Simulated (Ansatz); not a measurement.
Pulling on the Sn1–H3 bond in GeH6Sn (SMILES [GeH3][SnH3]) (multiplicity 1 held, fragments rigid). Energies count from the point at 1.712 Å.
Geometry at that point (charge 0, multiplicity 1):
```xyz
8

Sn    -1.032     0.102    -0.017
Ge     1.568    -0.155     0.026
H     -1.722    -0.946    -1.183
H     -1.471     1.710    -0.412
H     -1.700    -0.279     1.513
H      1.961    -1.601     0.381
H      2.186     0.788     1.074
H      2.167     0.188    -1.350
```

Signs of static correlation in def2-TZVPP, with CASSCF(2,2), from Ansatz (a program for electronic structure) runs.

```csv
R (Å),T1 of restricted CCSD,⟨S²⟩ of UHF,largest double amplitude of restricted CCSD,CASSCF natural occupations
1.370,0.011,0.000,0.024,1.99 0.01
1.541,0.011,0.000,0.024,1.98 0.02
1.712,0.011,0.000,0.025,1.97 0.03
1.884,0.012,0.000,0.039,1.96 0.04
2.055,0.012,0.000,0.045,1.95 0.05
2.312,0.015,0.000,0.111,1.91 0.09
2.569,0.019,(withheld),0.185,1.85 0.15
2.997,0.031,0.819,0.313,1.70 0.30
3.425,0.050,0.941,0.467,1.50 0.50
3.939,(withheld),0.989,0.658,1.29 0.71
4.624,0.091,1.004,0.850,1.12 0.88
5.480,0.098,1.007,0.963,1.04 0.96
```

Task: Complete the blanks.

Result: 
- 2.569, ⟨S²⟩ of UHF: 0.466
- 3.939, T1 of restricted CCSD: 0.072

Doubts at one or more of the structures used: a restricted determinant that unrestricted orbitals would lower (R-CCSD(T)/def2-TZVPP); other coupled-cluster roots lie near (R-CCSD(T)/def2-TZVPP); T1 above 0.05 (R-CCSD(T)/def2-TZVPP, U-CCSD(T)/def2-TZVPP); a spin-contaminated determinant (U-CCSD(T)/def2-TZVPP).
